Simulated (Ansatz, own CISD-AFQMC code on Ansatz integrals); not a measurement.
CH5BSi, SMILES `[H]/B=C\[SiH3]` (charge 0, multiplicity 1).

Cartesian coordinates (Å):
```xyz
8

B      1.6311    -0.1449    -0.3647
C      0.6467     0.7020     0.0578
Si    -1.0003    -0.1509     0.1598
H      2.4017    -0.9446    -0.7321
H      0.6985     1.7482     0.3263
H     -1.5424    -0.1246     1.5405
H     -0.8377    -1.5682    -0.2507
H     -1.9977     0.4830    -0.7369
```
Charge 0, multiplicity 1.

Frozen-core correlation energies in cc-pVDZ at a geometry from B3LYP-D3(BJ)/def2-TZVP, on an HF energy of -354.33476 Ha (<S^2> = 0.00). Wave-function levels are from Ansatz, the walk from an own CISD-AFQMC code on Ansatz integrals (time step 0.005/Ha, trial state from CCSD amplitudes, largest double 0.09).

```
level    correlation energy (mHa)
-------  ------------------------
MP2                        -313.7
CCSD                       -358.5
CCSD(T)                    -370.5
```

### Question
What correlation energy does phaseless AFQMC give, and where does it lie among these levels?

### Answer
-371.6 ± 0.3 mHa (one standard error). AFQMC minus each level: MP2 -57.9 mHa, CCSD -13.1 mHa, CCSD(T) -1.1 mHa.
